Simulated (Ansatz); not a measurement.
Input and output for C2HClF2Sn (`C#[C][Sn]([F])([F])[Cl]`).

```yaml
crystal:
  periodic: [false, false, false]
  atoms:
    - {symbol: C, position_ang: [1.391114, -1.547462, 0.750055]}
    - {symbol: C, position_ang: [0.637241, -0.716987, 0.314258]}
    - {symbol: Sn, position_ang: [-0.641329, 0.702095, -0.396369]}
    - {symbol: F, position_ang: [-2.150574, -0.101871, -1.204247]}
    - {symbol: F, position_ang: [0.166464, 1.691368, -1.791240]}
    - {symbol: Cl, position_ang: [-1.401719, 2.190516, 1.149430]}
    - {symbol: H, position_ang: [2.060004, -2.285760, 1.132413]}
basis:
  gaussian: {orbitals: STO-3G, final_grid: {core_spheres: 5, valence_spheres: 4, degree: 11}, nuclear_model: gaussian}
magnetization: {spin_polarized: true, initial_magnetization: 0}
hamiltonian: {xc: {name: HSE06}}
```

```sh
$ ansatz run in.yaml --threads 4 --pin off --events-out ev --progress --plain --max-ram 10444MiB
```

Shortened log:

```
Functional definition: HSE06
757 factors; integrals over basis functions are off by at most 3.3e-5 eV
78 factors; integrals over basis functions are off by at most 1.9e-7 eV
mean field evaluation 1: about -182109.2962 eV, gradient 1.6e1 eV
mean field evaluation 2: about -182108.3108 eV, gradient 2.3e1 eV
mean field evaluation 4: about -182111.9809 eV, gradient 3.2e0 eV
mean field evaluation 8: about -182112.0242 eV, gradient 8.1e-2 eV
mean field -182112.02422415 eV, -6692.4934502740 hartree, gradient 1.1e-5 eV, S^2 0.000000; 0 other end points of the search recorded, 0 dependent functions left out
reference -182112.02425496 eV, -6692.4934514063 hartree; 49, 49 occupied and 8, 8 virtual orbitals, 757 factors
Total energy: -182112.02425496 eV, -6692.4934514063 hartree
```

Hardware: 4 threads of an Arm Neoverse V2 on a shared host. Wall time 0.85 s, peak host memory 0.22 GiB.
